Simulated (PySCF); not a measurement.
An unknown shows these calculated signals:

¹H NMR (600 MHz, computed): δ 6.13 (m, 1H), 6.05 (m, 1H), 5.22 (m, 2H), 2.36 (m, 2H).

¹³C{¹H} NMR (computed): δ 138.7 (CH2), 123.4 (C), 122.9 (C), 28.9 (CH2).

[PySCF 2.14.0 with density-fitted response routines: geometry from GFN2-xTB; PBE0/pcSseg-1 with gauge-including orbitals; rapidly exchanging positions averaged; no solvent model; no relativistic terms; one computed conformer]

Chemical shifts δ = σref − σ; ¹H (σ = 31.72 ppm) and ¹³C (σ = 186.93 ppm) against TMS, all at this level.

Question: Which of these does the molecule contain: a non-aromatic C=C double bond, a Si–H bond, a CF3 group, a nitrile, a CH3CH2 unit, a methoxy group?

Answer: 
- A non-aromatic C=C double bond: yes.
- A Si–H bond: yes (δH 5.22 (m)).
- A CF3 group: no.
- A nitrile: yes (δC 123.4).
- A CH3CH2 unit: no.
- A methoxy group: no.

The data belong to `C=C(C#N)C[SiH2]F`, C₄H₆FNSi; they needn't prove each group on their own.

Carbon signals by region: 3 in the sp2 and nitrile region (100–160 ppm), 1 below 50 ppm.

Splittings by ¹⁹F in the carbon and heteronuclear signals aren't shown, as no couplings were computed. Shifts are as computed. Against solution values, carbons near 30 ppm lie about +3 ppm off and those near 130 ppm about +5 ppm. Of 1211 compounds with measured shifts, 218 miss one by over three times the rms of a fit or turn the order of signals round; such compounds aren't used in these exercises. Multiplicities follow the n + 1 count of equivalent neighbours, as no J values were calculated; m marks all less simple cases, F and P coupling included.
